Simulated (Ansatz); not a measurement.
H3Sb (SMILES [SbH3]), charge 0, multiplicity 1, relaxed at each level with Ansatz (an electronic-structure program); harmonic frequencies from differences of analytic forces, average atomic masses, frozen cores. Elements past Kr take the def2 small-core potentials, without spin–orbit coupling.

| level | Sb1–H2 (Å) | Sb1–H3 (Å) | Sb1–H4 (Å) | H2–Sb1–H3 (°) | H2–Sb1–H4 (°) | H3–Sb1–H4 (°) | dipole (D) |
|---|---|---|---|---|---|---|---|
| HF/def2-TZVPP | 1.6967 | 1.6967 | 1.6967 | 93.7 | 93.7 | 93.7 | 0.21 |
| PBE/def2-TZVPP | 1.7243 | 1.7243 | 1.7243 | 90.6 | 90.6 | 90.6 | 0.43 |
| r2SCAN/def2-TZVPP | 1.7082 | 1.7082 | 1.7082 | 90.9 | 90.9 | 90.9 | 0.33 |
| B3LYP/def2-TZVPP | 1.7138 | 1.7138 | 1.7138 | 91.4 | 91.4 | 91.4 | 0.46 |
| PBE0/def2-TZVPP | 1.7076 | 1.7076 | 1.7076 | 91.4 | 91.4 | 91.4 | 0.31 |
| wB97X-V/def2-TZVPP | 1.6993 | 1.6993 | 1.6993 | 92.2 | 92.2 | 92.2 | 0.28 |
| MP2/def2-TZVPP | 1.7022 | 1.7022 | 1.7022 | 92.2 | 92.2 | 92.2 | 0.29 |
| CCSD(T)/def2-SVP | 1.7179 | 1.7179 | 1.7179 | 91.7 | 91.7 | 91.7 | 0.22 |
| CCSD(T)/def2-TZVPP | 1.7142 | 1.7142 | 1.7142 | 92.0 | 92.0 | 92.0 | 0.30 |
